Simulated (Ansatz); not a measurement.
Job for Ansatz (a first-principles code): R-B3LYP/def2-TZVPP on AlFH4Si (SMILES [F][AlH][SiH3]), a point of a torsion scan.

Ansatz 0.2 input:
```yaml
crystal:
  periodic: [false, false, false]
  atoms:
    - {symbol: F, position_ang: [2.35851055, -1.26589313, -0.04370955]}
    - {symbol: Al, position_ang: [1.36591393, 0.05568689, 0.01295006]}
    - {symbol: Si, position_ang: [-1.04490096, -0.05304900, -0.02151526]}
    - {symbol: H, position_ang: [2.25025900, 1.32777183, 0.09314818]}
    - {symbol: H, position_ang: [-1.52767353, -1.45134542, -0.09967165]}
    - {symbol: H, position_ang: [-1.68460969, 0.63456062, -1.16179009]}
    - {symbol: H, position_ang: [-1.71097388, 0.51483828, 1.16846285]}
basis:
  gaussian:
    orbitals: def2-TZVPP
hamiltonian:
  xc: {name: B3LYP}
scf: {lower_state_search: off}
```

The head of its log:

```
WARN ansatz: RAYON_NUM_THREADS=1 ignored (pool sized by the plan → 1); use --threads N
Functional definition: B3LYP
these checks for a lower state are left out or cut short: stability, starts, cluster_reference, orbital_swaps, neighbouring_geometries, increment
integrals: 0.08 GiB planned
976 factors; their error is unknown
mean field: 0.66 GiB planned
mean field evaluation 1: about -17258.1835 eV, gradient 4.2e1 eV
mean field evaluation 2: about -17251.0208 eV, gradient 8.4e1 eV
```

Q: What total energy does the run end on?

A: -634.3383 hartree.
